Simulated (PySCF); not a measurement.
Carbon: a sound run and one with changed settings

Sound run: C²⁺ [He] 2s2, C³⁺ [He] 2s1. Computed with PySCF 2.14 in cc-pVTZ, with no relativity, point nucleus. The sound run starts from symmetry-adapted Hartree-Fock orbitals and uses a fine grid where one is needed.

Changed run: radial step 0.3 in ln r (0.13 in the sound run). This setting is unsound on purpose.

```csv
species,method,sound run (hartree),changed run (hartree),converged
C²⁺,UHF,-36.40738,-36.40738,yes
C²⁺,r2SCAN,-36.48525,-36.48540,yes
C²⁺,PBE0,-36.46972,-36.47017,yes
C³⁺,UHF,-34.72477,-34.72477,yes
C³⁺,r2SCAN,-34.77196,-34.77105,yes
C³⁺,PBE0,-34.74098,-34.74115,yes
```

Ionisation energy of C²⁺:

```tsv
method	sound run (eV)	changed run (eV)
UHF	45.786	45.786
r2SCAN	46.621	46.650
PBE0	47.041	47.049
```

A coarse radial grid mis-integrates the density and the exchange-correlation energy, with errors of either sign; Hartree-Fock needs no grid.

For comparison, NIST gives 47.888 eV between the lowest levels.
